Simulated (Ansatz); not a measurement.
A series at Sn: from `[F][Sn]([F])([F])[F]`, ligands are replaced one by one, each step taking up H₂O and setting free H–F; n counts the steps. Ansatz, PBE0-D4/def2-TZVP geometries. Each molecule was computed in one conformer, which needn't be the lowest.

CBS adds triple-zeta CCSD(T) − MP2 to the MP2 limit, frozen cores; atoms without spin–orbit coupling. Elements past krypton have def2 core potentials. Outer-core shells of Sn are correlated without core-valence functions. Spin–orbit coupling is left out.

```
n                    molecule  atomization energy, CCSD(T)/CBS (kJ/mol)
0      `[F][Sn]([F])([F])[F]`                                    1754.8
1     `[OH][Sn]([F])([F])[F]`                                         ?
2    `[OH][Sn]([OH])([F])[F]`                                    2493.1
3   `[OH][Sn]([OH])([OH])[F]`                                    2854.0
4  `[OH][Sn]([OH])([OH])[OH]`                                    3212.2
```

By hand: fit a straight line y = ȳ + b (n − n̄) to the 4 given rows and predict n = 1.

n̄ = 2.250, ȳ = 2578.53; Σ(n − n̄)(y − ȳ) = 3190.27, Σ(n − n̄)² = 8.750, so b = 364.60 kJ/mol a step. Prediction: 2578.53 + (364.60) × (-1.250) = 2122.8 kJ/mol.

By hand: compare with the computed value, 2125.4 kJ/mol, and give the steps along the whole series.

The line misses by 2.6 kJ/mol (computed minus predicted). Steps: 370.6, 367.7, 360.9, 358.2 kJ/mol.

The steps differ by up to 12.4 kJ/mol, small against a whole step but well beyond the method's doubt, so the ligands' effects don't simply add. The miss is 0.2 % of the series' range. The energies themselves are unsure by some kJ/mol a bond, though much of that is common to the series.
